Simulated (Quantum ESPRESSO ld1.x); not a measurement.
Question: Species: Mn9+. Configuration: [Ne] 3s2 3p4. All-electron calculation, scalar-relativistic Kohn-Sham, LDA (Slater exchange, Perdew-Wang correlation), spin-polarised, spherical densities, point nucleus; open shells are filled with parallel spins first. Program: ld1.x of Quantum ESPRESSO 7.5. Some entries of the table are withheld. Estimate them.

orbital,occ.,eigenvalue (eV),<1/r> (bohr^-1),<r^2> (bohr^2)
1s up,1,-6634.03,24.88,0.005006
1s down,1,-6632.68,24.88,0.005005
2s up,1,-959.480,5.311,0.09190
2s down,1,-958.170,5.313,0.09172
2p up,3,-847.890,5.215,(1)
2p down,3,-846.283,5.215,(2)
3s up,1,-272.588,1.865,0.6696
3s down,1,-268.136,1.858,0.6746
3p up,3,(3),1.778,0.6909
3p down,1,(4),1.771,0.6977

Answer: 
(1) 2p up <r^2> (bohr^2): 0.07449
(2) 2p down <r^2> (bohr^2): 0.07438
(3) 3p up eigenvalue (eV): -239.793
(4) 3p down eigenvalue (eV): -235.402
